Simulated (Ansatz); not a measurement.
Geometry optimisation, RKS revPBE-D4/def2-SVP (Ansatz 0.2.0).

Input:

```yaml
crystal:
  periodic: [false, false, false]
  atoms:
    - { symbol: Hf, position_ang: [0.0, 0.0, 0.0] }
    - { symbol: F, position_ang: [0.0, 0.0, 2.33] }
    - { symbol: F, position_ang: [1.8671, 0.0, -0.6593] }
    - { symbol: Cl, position_ang: [-1.1869, 2.0563, -0.8392] }
    - { symbol: O, position_ang: [-0.975, -1.6891, -0.6893] }
    - { symbol: H, position_ang: [-1.4296, -2.1548, 0.0831] }
    - { symbol: S, position_ang: [1.0684, 2.4846, 0.8987] }
    - { symbol: H, position_ang: [2.1649, 2.2464, 1.7359] }
    - { symbol: H, position_ang: [0.5161, 1.2002, 2.1468] }
basis:
  gaussian: { orbitals: def2-SVP }
hamiltonian:
  xc: revpbe
  dispersion: d4
relax:
  f_tol: 0.15
  max_steps: 25
  restrain:
    - { distance: [0, 6], at: 3.75, k: 30.0 }
    - { distance: [8, 1], at: 2.12, k: 30.0 }
    - { distance: [0, 1], at: 1.98, k: 30.0 }
    - { distance: [8, 6], at: 1.4, k: 30.0 }
```

Run as:

```bash
$ ansatz run input.yaml --threads 4 --pin off --max-ram 5120MiB --backend cpu --events-out ev --progress --plain --runs-dir out
```

**Question.** Where does it end, and by what steps?

**Answer.** The run converged. The restraints hold the end off the free minimum. After 13 steps the energy has fallen by 2.765 eV (the restraints' own energy left out); S7 moved furthest, 0.90 Å. Joined: S7–H9 (1.87 → 1.39 Å).

```tsv
step	energy less start (eV)	largest force component (eV/Å)	accepted
0	0.0000	2.677	yes
1	-0.4167	3.962	yes
2	-1.0012	5.429	yes
3	-1.7465	4.639	yes
4	-2.3695	1.343	yes
5	-2.5847	0.773	yes
6	-2.6768	0.610	yes
7	-2.7272	0.682	yes
8	-2.7419	0.589	yes
9	-2.7324	0.772	no
10	-2.7491	0.576	yes
11	-2.7516	0.576	yes
12	-2.7625	0.556	yes
13	-2.7651	0.540	yes
```

```xyz
9
Properties=species:S:1:pos:R:3
Hf -0.198 -0.072 0.028
F -0.238 0.129 1.981
F 1.612 -0.175 -0.620
Cl -1.508 1.551 -1.108
O -0.996 -1.765 -0.343
H -1.428 -2.602 -0.554
S 1.412 2.913 1.613
H 2.583 2.218 1.626
H 0.785 1.947 2.384
```

The run took 34 s on 4 threads of Arm Neoverse V1, with other jobs on the host, peak memory 0.2 GiB.
